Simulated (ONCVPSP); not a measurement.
# What one change does to a pseudopotential (oxygen (O), ONCV)

| Property | Result |
| --- | --- |
| Element | O |
| Generator | ONCVPSP 4.0.1 |
| Type | optimised norm-conserving Vanderbilt (ONCV) |
| Functional | PBE |
| Relativity | scalar-relativistic |
| Frozen core | [He] |
| Valence charge | 6 |
| Reference configuration | 2s1 2p5 |
| Partial waves | 2s: rc 0.85 bohr, ncon 4, nbas 7, qcut 8.8 1/bohr, local; 2p: rc 1.90 bohr, ncon 4, nbas 8, qcut 5.7 1/bohr, 2 projectors, debl 2.9 Ha |
| Local potential | the s channel |
| Core correction | polynomial model core, fcfact 0.7 |

Change: all radii but the core radius scaled by about 1.19 (s 1.02, p 2.26 bohr).

Cutoffs: the cutoffs (Ha) at which the residual kinetic energy of the hardest occupied pseudo-wave falls to 1 and 0.1 mHa per electron; they do not see the model core or the augmentation charge, which bear on the density cutoff. Errors are all-electron minus pseudo energies relative to the spin-unpolarised reference configuration.

Question: How do hardness, ghosts and transferability respond?

Answer: The potential gets softer (39 Ha and 136 Ha → 32 Ha and 56 Ha); of the 4 tests that both files solve, the error grows in 4 and shrinks in 0 by more than 15 % and 0.3 meV (median size 175.1 → 264.9 meV); neither file shows a bound ghost. A larger radius leaves more room for a smooth pseudo-wave, so fewer plane waves are needed. More of the atom is replaced by a form fitted at one configuration, so other configurations suffer.

| quantity | base | changed |
| --- | --- | --- |
| cutoff, loose | 39 Ha | 32 Ha |
| cutoff, tight | 136 Ha | 56 Ha |
| loose cutoff by channel | s 39 Ha, p 15 Ha | s 32 Ha, p 13 Ha |
| bound ghosts | none | none |
| GHOST(+) flags under 300 eV | none | none |
| error for 2s2 2p4, meV [ΔE -14.95 eV] | -29 | -70 |
| error for 2s2 2p3, meV [ΔE 1.48 eV] | +321 | +460 |
| error for 2s2 2p2, meV [ΔE 35.07 eV] | +1508 | +2218 |
| error for 2s0 2p6, meV [ΔE 14.99 eV] | -29 | -69 |
| rms error of d²Exc/dni dnj with the model core, mHa | 1.41 | 1.56 |
